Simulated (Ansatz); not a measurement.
CHAlClNO, SMILES `O=C=[N][AlH][Cl]`. Total charge 0; spin multiplicity 1. Geometry: relaxed with PBE0-D4/def2-TZVP. It is one conformer, not always the lowest.

```xyz
6

O    -1.701   -1.029   -2.158
C    -0.980   -0.599   -1.353
N    -0.228   -0.152   -0.536
Al    0.753    0.446    0.792
Cl    0.041    0.173    2.731
H     2.116    1.161    0.525
```

(1) What is the dipole moment at ωB97M-V/def2-TZVPP? (Best estimate.)

(2) And with PBE, r2SCAN, B3LYP? (Best estimate.)

(3) Give the Mulliken charges with ωB97M-V, r2SCAN, PBE in def2-TZVPP. (Estimate.)

## Answers

(1) Computed: 1.61 D, with components (1.38, 0.76, 0.34) D in this frame, pointing from negative to positive charge.

(2) The calculation gave: PBE 1.49 D, r2SCAN 1.52 D, B3LYP 1.63 D.

(3) Computed: 
| atom | ωB97M-V | r2SCAN | PBE |
| --- | --- | --- | --- |
| O1 | -0.23 | -0.22 | -0.16 |
| C2 | 0.36 | 0.33 | 0.20 |
| N3 | -0.33 | -0.35 | -0.20 |
| Al4 | 0.51 | 0.61 | 0.47 |
| Cl5 | -0.21 | -0.24 | -0.21 |
| H6 | -0.09 | -0.13 | -0.10 |

B3LYP here is the variant with VWN-RPA as its local correlation; programs differ in this.
